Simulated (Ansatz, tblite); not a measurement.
Cost and result up the ladder for the cluster AlCu₃⁻ (4 atoms). Charge -1, multiplicity 2. Geometry: PBE-D4/def2-SVPD.

```xyz
4

Al    0.668   -0.993    0.873
Cu    0.856    0.805   -0.819
Cu   -0.686    0.989    0.932
Cu   -0.838   -0.802   -0.986
```

Ansatz on 4 threads of AMD EPYC 7B13 on a shared host; xTB runs through tblite on one thread. Times are rough, summed over both states, and most runs start from the orbitals of an earlier one. B2PLYP/def2-TZVPD serves as the yardstick here, not as an exact answer. Differences are given only for rows in sets of like size (and for xTB, whose basis is part of the method), since another set adds its own error. The other state is a quartet at its own geometry.

The 6-31G sets use Cartesian d functions. The xTB rows come from tblite. B3LYP takes the VWN-RPA correlation. Correlated methods freeze 32 core orbitals. The structure comes from a short search, and lower isomers may exist.

Run but left out: HF/6-31G, HF/def2-SVPD, HF/def2-TZVPD, MP2/def2-SVPD, MP2/def2-TZVPD, CCSD/def2-SVPD, CCSD(T)/def2-SVPD (doublet: ⟨S²⟩ 1.34 to 1.43, where a pure state has 0.75).

Correlated methods converge slowly with the basis.

xTB has no spin-polarisation term.

```
                             level  functions  wall time
                          GFN1-xTB         36    0.008 s
                          GFN2-xTB         36    0.018 s
            LDA (SPW92)/def2-TZVPD        187      4.9 s
                    B3LYP-D4/6-31G        100      8.1 s
                 PBE-D4/def2-TZVPD        187      8.3 s
                PBE0-D4/def2-TZVPD        187       18 s
r2SCAN-D4/def2-TZVPD (with forces)        187       25 s
                 B2PLYP/def2-TZVPD        187       30 s
```

Q: Estimate what each level gives for the quartet − doublet (eV).

A: 
| level | quartet − doublet (eV) | difference from B2PLYP/def2-TZVPD (eV) | remarks |
| --- | --- | --- | --- |
| GFN1-xTB | 2.97 | 1.79 | – |
| GFN2-xTB | 2.82 | 1.65 | – |
| LDA (SPW92)/def2-TZVPD | 1.30 | 0.13 | HOMO above zero (quartet) |
| B3LYP-D4/6-31G | 0.94 | – | HOMO above zero (quartet) |
| PBE-D4/def2-TZVPD | 1.19 | 0.02 | HOMO above zero (doublet), HOMO above zero (quartet) |
| PBE0-D4/def2-TZVPD | 1.03 | -0.14 | HOMO above zero (quartet) |
| r2SCAN-D4/def2-TZVPD (with forces) | 1.06 | -0.11 | HOMO above zero (doublet), HOMO above zero (quartet) |
| B2PLYP/def2-TZVPD | 1.17 | 0.00 | – |
